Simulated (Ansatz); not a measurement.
Cartesian coordinates in Å:
```
C 1.624 -1.717 -0.135
B 0.908 -0.574 -0.914
Al -0.236 1.011 -0.039
O 0.441 2.557 0.250
In -2.797 0.957 0.745
H 1.851 -1.540 0.918
H 2.505 -2.122 -0.642
H 0.882 -2.536 -0.160
H 0.916 -0.680 -2.116
H 1.345 2.780 0.033
H -4.137 1.379 -0.284
H -3.303 0.486 2.344
```

Total charge 0; spin multiplicity 1. In takes the def2 core potential.

Task: List the PBE/def2-TZVPP orbital energies in eV (Ansatz). (An estimate is asked.)

Result: Ansatz gave: Occupied: -1506.35, -509.80, -268.63, -177.16, -121.53, -106.61, -79.31, -78.97, -78.96, -68.70, -68.51, -68.48, -24.09, -18.47, -18.31, -18.29, -18.23, -18.10, -17.52, -12.26, -11.53, -10.23, -10.01, -9.98, -8.36, -8.04, -7.53, -6.91, -6.52, -5.20. Lowest empty: -3.12, -2.32, -1.83, -0.57, 0.30, 0.63, 1.00, 1.29.
